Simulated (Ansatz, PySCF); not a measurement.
Process, species as SMILES: N[Si](N)(Cl)Cl -> N[Si](Cl)Cl + [NH2] (NH2) (the N-Si bond at the site shown breaks; other sites are not compared here)
Geometries: B3LYP-D3(BJ)/def2-TZVP minima from Ansatz (an electronic-structure program), one conformer each, not searched for the lowest. Frequencies are from Ansatz or PySCF.

Wanted: bond dissociation energy (enthalpy at 298 K, with B3LYP-D3(BJ) rigid-rotor harmonic-oscillator terms), in kcal/mol. Correlated levels leave the core frozen unless marked. Open shells are spin-unrestricted. No spin-orbit coupling. No relativistic terms. CBS(X,Y): correlation extrapolated as X^-3; Hartree-Fock from the larger set. [CCSD(T)-MP2]/basis is that difference in the basis named.

Level to compare with: RI-MP2/CBS(cc-pV(T+d)Z,cc-pV(Q+d)Z)+[CCSD(T)-MP2]/cc-pV(T+d)Z (Ansatz), 113.9 kcal/mol. It is a level with limits of its own, and the differences hold the functionals' basis error too.

Problem. Rank these functionals by how close they come to RI-MP2/CBS(cc-pV(T+d)Z,cc-pV(Q+d)Z)+[CCSD(T)-MP2]/cc-pV(T+d)Z, closest first: HSE06/def2-TZVPD (Ansatz); B3LYP/def2-TZVPD (Ansatz); r2SCAN/def2-TZVPD (Ansatz); BLYP/def2-TZVPD (Ansatz).

Solution. HSE06/def2-TZVPD (screened hybrid, 105.6 kcal/mol, difference -8.3), r2SCAN/def2-TZVPD (meta-GGA, 103.8 kcal/mol, difference -10.1), B3LYP/def2-TZVPD (global hybrid, 102.4 kcal/mol, difference -11.5), BLYP/def2-TZVPD (GGA, 97.9 kcal/mol, difference -16.0)
